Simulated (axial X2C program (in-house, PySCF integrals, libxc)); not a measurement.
Spin–orbit effects down a group: molecules with Na (ions), HF

Calculated with an axial X2C code built on PySCF integrals, spin-free (one-electron X2C) or two-component (2c: spin–orbit coupling with atomic mean-field Coulomb and Gaunt terms, which also bring small scalar terms), in Dyall basis sets with cores contracted in-house; open shells are unrestricted.

Basis sets: H dyall-av3z, K dyall-acv3z, Li dyall-av3z, Na dyall-av3z.

| molecule | spin-free state | Re (Å) | ωe (cm⁻¹) | De (eV) | 2c state | Re 2c (Å) | ωe 2c (cm⁻¹) | De 2c (eV) |
| --- | --- | --- | --- | --- | --- | --- | --- | --- |
| NaH⁻ | M_S = 1/2, Λ = 0 | 2.024 | 946.7 | n/a | Ω = 1/2 | 2.024 | 946.6 | n/a |
| LiNa⁻ | M_S = 1/2, Λ = 0 | 3.600 | 141.4 | 0.64 | Ω = 1/2 | 3.600 | 141.4 | 0.64 |
| NaK⁻ | M_S = 1/2, Λ = 0 | 4.440 | 65.5 | 0.52 | Ω = 1/2 | 4.440 | 65.5 | 0.52 |

Question: Work out the shifts from the spin-free to the two-component result.

Answer: 

```tsv
molecule	2c state	ΔRe (Å)	Δωe (cm⁻¹)	ΔDe (eV)
NaH⁻	Ω = 1/2	0.000	-0.1	n/a
LiNa⁻	Ω = 1/2	0.000	0.0	0.00
NaK⁻	Ω = 1/2	0.000	0.0	0.00
```

Shifts of one unit in the last digit are rounding.

Fragments in 2c: Na- + H, Na- + Li, K- + Na. Each entry is the lowest single determinant of a limited PBE0 search at one distance. De goes to single-determinant-based atoms at the same level (for ions the charge split of lowest energy) and is withheld (n/a) where an atom does not fit its ground term or J level. Main or longest-lived isotopes. One determinant is a doubtful description, or other states lie close, for LiNa⁻, NaK⁻; these need not be ground states, and all values refer to the states named.
